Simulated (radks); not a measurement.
The numbers below are computed, except where a source is named.
The mean radii <r> (bohr) of the occupied orbitals of an atom or ion are listed with their occupations. Level of theory: non-relativistic Kohn-Sham, LDA (Slater exchange, Perdew-Wang correlation), spin-polarised, spherical densities, point nucleus (a radial shooting solver on a logarithmic mesh with Libxc functionals).

| orbital | occ. | <r> |
|---|---|---|
| 1s down | 1 | 0.02198 |
| 1s up | 1 | 0.02198 |
| 2s up | 1 | 0.09319 |
| 2s down | 1 | 0.09319 |
| 2p up | 3 | 0.07890 |
| 2p down | 3 | 0.07890 |
| 3s up | 1 | 0.2386 |
| 3s down | 1 | 0.2385 |
| 3p up | 3 | 0.2283 |
| 3p down | 3 | 0.2283 |
| 3d up | 5 | 0.2012 |
| 3d down | 5 | 0.2012 |
| 4s up | 1 | 0.5367 |
| 4s down | 1 | 0.5368 |
| 4p up | 3 | 0.5472 |
| 4p down | 3 | 0.5473 |
| 4d up | 5 | 0.5742 |
| 4d down | 5 | 0.5744 |
| 5s up | 1 | 1.337 |
| 5s down | 1 | 1.339 |
| 5p up | 3 | 1.513 |
| 5p down | 3 | 1.518 |
| 4f up | 7 | 0.7574 |
| 4f down | 6 | 0.7631 |

Name the element and its charge.

Answer. Z = 69, thulium, charge +2: Tm2+ in [Xe] 4f(up 7, down 6). The 1s radius gives Z: for a bare nucleus <r> = 1.5/Z, 0.02174 bohr for Z = 69, and screening makes it slightly larger (0.02198 here). The occupations add up to 67, and the charge is Z minus that.
